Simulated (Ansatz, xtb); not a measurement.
CH9ClSi3: which of two isomers lies lower

Structure I is `C[Si@@H](Cl)[SiH2][SiH3]`, a singlet and structure II is `C[Si]([SiH3])([SiH3])Cl`, a singlet. Both are isolated molecules in the gas phase, relaxed with PBE-D3(BJ)/def2-SVP; each stands in its lowest conformer found.

Estimate which is lower in electronic energy at CCSD(T)/def2-SVP + ΔMP2/def2-TZVPP, and by roughly how much.

The CCSD(T)/def2-SVP + ΔMP2/def2-TZVPP calculation puts structure I lower, by 1.17 kcal/mol.

The same difference at several levels:

```json
{"level": "PBE-D3(BJ)/def2-SVP", "geometry": "PBE-D3(BJ)/def2-SVP", "E(II) − E(I) (kcal/mol)": "+1.23", "departure from the last row (kcal/mol)": "+0.06", "job, with rough time for the two": "optimisation, 35 s"}
{"level": "HF/def2-SVP", "geometry": "PBE-D3(BJ)/def2-SVP", "E(II) − E(I) (kcal/mol)": "+1.90", "departure from the last row (kcal/mol)": "+0.73", "job, with rough time for the two": "part of the CCSD(T) run"}
{"level": "MP2/def2-SVP", "geometry": "PBE-D3(BJ)/def2-SVP", "E(II) − E(I) (kcal/mol)": "+1.56", "departure from the last row (kcal/mol)": "+0.40", "job, with rough time for the two": "part of the CCSD(T) run"}
{"level": "CCSD(T)/def2-SVP", "geometry": "PBE-D3(BJ)/def2-SVP", "E(II) − E(I) (kcal/mol)": "+1.56", "departure from the last row (kcal/mol)": "+0.39", "job, with rough time for the two": "single point"}
{"level": "CCSD(T)/def2-SVP + ΔMP2/def2-TZVPP", "geometry": "PBE-D3(BJ)/def2-SVP", "E(II) − E(I) (kcal/mol)": "+1.17", "departure from the last row (kcal/mol)": "", "job, with rough time for the two": "single point, 28 s"}
```

As drawn, both hold the same kinds of bond in the same numbers.

None of the levels shown reverses the order. The largest departure from CCSD(T)/def2-SVP + ΔMP2/def2-TZVPP is that of HF/def2-SVP, 0.73 kcal/mol. Levels run at GFN2-xTB geometries aren't shown. The last row adds to CCSD(T) the change of the MP2 difference between the two basis sets, here −0.39 kcal/mol.

With thermal terms from frequencies at re-optimised GFN2-xTB minima (ideal gas, soft modes damped towards free rotors, one conformer each, 298.15 K, 1 atm): on the last row, ΔE + ΔZPE = +0.91, ΔH = +1.22, ΔG = +0.71 kcal/mol.

The correlated steps freeze 21 core orbitals. Mirror images aren't counted in ΔG. Codes used: Ansatz 0.2.0, xtb 6.7.1; the last row on 2 threads of Intel(R) Xeon(R) 6975P-C (Granite Rapids) on a shared host.
